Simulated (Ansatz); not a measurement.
C$_{2}$H$_{6}$ClFOSSi (`CO[Si](F)(Cl)SC`). Charge 0, multiplicity 1. The geometry is a stationary point of PBE0-D4/def2-TZVP. It is one conformer, not always the lowest.

```xyz
13

C    -1.849    1.414    1.133
O    -0.970    0.382    1.547
Si   -0.094   -0.565    0.583
F    -1.023   -1.373   -0.425
Cl    0.802   -1.965    1.750
S     1.270    0.586   -0.520
C     1.921   -0.705   -1.625
H    -2.719    0.997    0.619
H    -2.183    1.941    2.027
H    -1.346    2.122    0.469
H     1.125   -1.136   -2.230
H     2.426   -1.482   -1.053
H     2.643   -0.214   -2.276
```

Q: What is the dipole moment at PBE/def2-TZVPP? (Best estimate.)

A: The calculation gave: 1.66 D, with components (-0.05, 0.99, -1.33) D in this frame, pointing from negative to positive charge.

Q: And with r2SCAN, B3LYP, ωB97M-V? (Estimate.)

A: The calculation gave: r2SCAN 1.72 D, B3LYP 1.75 D, ωB97M-V 1.74 D.

Q: Give the Mulliken charges with PBE, ωB97M-V, B3LYP in def2-TZVPP. (Estimate.)

A: Ansatz gave: 
```csv
atom,PBE,ωB97M-V,B3LYP
C1,-0.14,-0.18,-0.13
O2,-0.28,-0.34,-0.35
Si3,0.63,0.69,0.77
F4,-0.26,-0.29,-0.30
Cl5,-0.19,-0.18,-0.22
S6,-0.20,-0.17,-0.21
C7,-0.26,-0.35,-0.28
H8,0.11,0.13,0.11
H9,0.11,0.13,0.12
H10,0.10,0.12,0.10
H11,0.13,0.15,0.14
H12,0.13,0.15,0.13
H13,0.12,0.14,0.12
```

B3LYP here is the variant with VWN-RPA as its local correlation; programs differ in this.
